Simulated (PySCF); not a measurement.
# Electron correlation in Ar³⁺ (argon, charge +3)

[Ne] 3s2 3p3, high-spin 4S determinant. Computed with PySCF 2.14 in dyall-av3z, with scalar relativity by spin-free X2C-1e. Frozen: [Ne]; 5 electrons correlated; the 26 highest virtual orbitals of each spin left out.

```json
{"level": "CCSD", "correlation energy (mhartree)": "-124.37"}
{"level": "(T)", "correlation energy (mhartree)": "-3.07"}
{"level": "CCSD(T)", "correlation energy (mhartree)": "-127.44"}
```

Diagnostics: T1 = 0.0026, D1 = 0.0071, largest double amplitude 0.054.

Task: Is a single reference adequate?

Result: Yes: T1 lies below 0.03 and no double amplitude reaches 0.07.
